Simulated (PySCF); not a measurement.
A calculated (M06-2X, PySCF 2.14, x2c-QZVPPall with one added diffuse shell each of s, p, d, f, g type, scalar relativity by spin-free X2C-1e) atom or ion has these occupied shells.

```csv
shell,electrons,orbital energy (eV),"rms radius, mean of both spins (bohr)"
1s α,1,-8943.9,0.0602
1s β,1,-8943.9,0.0602
2s α,1,-1095.9,0.255
2s β,1,-1095.9,0.255
2p α,3,-948.01,0.228
2p β,3,-947.99,0.228
3s α,1,-127.94,0.769
3s β,1,-127.90,0.769
3p α,3,-83.813,0.818
3p β,3,-83.761,0.818
3d α,5,-12.002,1.19
3d β,5,-11.966,1.19
4p α,1,-2.975,4.88
```

(1) Name the element and its charge.

## Answers

(1) Cu (copper, neutral), in [Ar] 3d10 4p1, 2P determinant (an excited configuration).
